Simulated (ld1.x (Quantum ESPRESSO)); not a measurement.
Which change was made? (Zn, PAW)

zinc (Zn), PAW, made with ld1.x (Quantum ESPRESSO) 7.5 (LDA (PZ), scalar-relativistic). Core [Ar], reference 3d10 4s2 4p0. Waves: 4s (bound): rcut 1.40, rcutus 1.95 bohr; 4s channel at 0.15 Ry: rcut 1.40, rcutus 1.95 bohr; 4p (bound, empty): rcut 2.35, rcutus 3.15 bohr; 4p channel at 0.3 Ry: rcut 2.35, rcutus 3.15 bohr; 3d (bound): rcut 0.85, rcutus 1.10 bohr; 3d channel at 1.1 Ry: rcut 0.85, rcutus 1.10 bohr. Local part: all-electron potential smoothed inside 2.40 bohr (lloc = -1). Core correction: Bessel-smoothed model core, default radius (core density twice the valence density). Augmentation charge: BESSEL, radius 0.85 bohr.

Cutoffs, loose and tight: the cutoffs (Ry, on a coarse ladder) from which the occupation-weighted sum of valence levels, in a spherical-Bessel basis at the reference potential, stays within 10 and 1 mRy of its value at 400 Ry. They do not see the model core or the augmentation charge, which bear on the density cutoff. Test errors are all-electron minus pseudo excitation energies from the reference, over the configurations 3d10 4s1 4p0; 3d10 4s0 4p0; 3d9 4s0 4p0; 3d10 4s0 4p1; 3d10 4s1 4p1; 3d9 4s2 4p1; 3d9 4s2 4p0 (two spin-polarised tests are not counted in the largest error); variants that change the core or the reference have their own tests. The largest error is taken over the tests solved by every variant that gives reliable tests at all, those not shown here included: 3d10 4s0 4p0; 3d10 4s0 4p1; 3d10 4s1 4p0; 3d10 4s1 4p1; 3d9 4s2 4p0; 3d9 4s2 4p1.

The base gives: outcome: generated; cutoff, loose: 120 Ry; cutoff, tight: 200 Ry; bound ghosts: none; largest test error (meV): -121.

Q: After one change the result is: outcome: failed: run_pseudo: Errors in PS-KS equation. Which change was it?
A. all radii but the core radius scaled by about 1.30 (s 2.54, p 4.10, d 1.44 bohr, rcut 1.82/3.06/1.10); local potential all-electron potential smoothed inside 3.12 bohr (lloc = -1); augmentation BESSEL, radius 1.10 bohr
B. all radii but the core radius scaled by about 0.75 (s 1.46, p 2.34, d 0.82 bohr, rcut 1.04/1.76/0.64); local potential all-electron potential smoothed inside 1.78 bohr (lloc = -1); augmentation BESSEL, radius 0.64 bohr
C. all radii but the core radius scaled by about 0.83 (s 1.62, p 2.62, d 0.92 bohr, rcut 1.16/1.96/0.70); local potential all-electron potential smoothed inside 2.00 bohr (lloc = -1); augmentation BESSEL, radius 0.70 bohr

A: C. The others give: all radii but the core radius scaled by about 1.30 (s 2.54, p 4.10, d 1.44 bohr, rcut 1.82/3.06/1.10); local potential all-electron potential smoothed inside 3.12 bohr (lloc = -1); augmentation BESSEL, radius 1.10 bohr → outcome: generated; cutoff, loose: 50 Ry; cutoff, tight: 90 Ry; bound ghosts: none; largest test error (meV): -84 | all radii but the core radius scaled by about 0.75 (s 1.46, p 2.34, d 0.82 bohr, rcut 1.04/1.76/0.64); local potential all-electron potential smoothed inside 1.78 bohr (lloc = -1); augmentation BESSEL, radius 0.64 bohr → outcome: failed: new_paw_hamiltonian: negative rho.
